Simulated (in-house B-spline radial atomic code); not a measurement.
The numbers below are computed, except where a source is named.
**Softness against transferability: the 4p channel of Rh**

Rh, [Kr] 4d8 5s1, non-relativistic LDA (VWN5), spherical and spin-unpolarised, from an all-electron radial atomic-structure program (B-spline basis) (atomic units). The all-electron 4p level is ε = -1.806455 hartree, its outermost node lies just inside 0.49 bohr and its outer maximum at 0.96 bohr.

Troullier-Martins pseudo-orbitals are made for several radii. The cutoffs (hartree) are the plane-wave energies beyond which the orbital holds less than the named kinetic energy per electron. The phase error is the difference, pseudo minus all-electron, of arctan(R P'/P) at R = 1.64 bohr for all radii, half a hartree below and above the level.

```tsv
r_c (bohr)	V_l(0) (hartree)	cutoff for 10 mEh	for 1 mEh	for 0.1 mEh	phase error at ε − 0.5 (mrad)	at ε + 0.5 (mrad)
0.72	-80.98	220	354	> 450	-8.7	-2.2
0.83	-25.76	73.4	136	289	-3.7	-0.8
0.96	-2.94	28.6	62.3	110	-2.3	-0.5
1.08	-0.75	29.5	58.8	78.4	-2.1	-0.4
1.2	-2.46	27.1	50.4	70.6	-2.8	-0.6
1.34	-4.46	22	32	57.9	-5.1	-1.0
```

**Question.** Which radius needs the lowest cutoff for 1 mEh while both phase errors stay within 3.8 mrad?

**Answer.** The radii within that limit are 0.83, 0.96, 1.08, 1.2 bohr; of these r_c = 1.2 needs the least, 50.4 hartree, that is 101 Ry or 1371 eV.

**Question.** What does the larger radius buy, and what does it cost?

**Answer.** From r_c = 0.72 to 1.34 bohr the cutoff for 1 mEh goes from 354 to 32 hartree, a factor of 11.06, against 3.46 for a pure 1/r_c² scaling, end to end; step by step it is 354, 136, 62.3, 58.8, 50.4, 32, and for 0.1 mEh > 450, 289, 110, 78.4, 70.6, 57.9; the number of plane waves goes as the cutoff to the power 3/2, here a factor of 36.8. The larger of the two phase errors is least at r_c = 1.08 bohr, 2.1 mrad; it is 8.7 at the smallest radius and 5.1 at the largest. These errors test the reference atom alone. The smallest radius lies well inside the outer maximum, where the nodeless form must bend sharply to keep the norm, so it is both harder and scatters less well than the next. Large radii also let the cores of neighbours overlap, which an atom doesn't show.
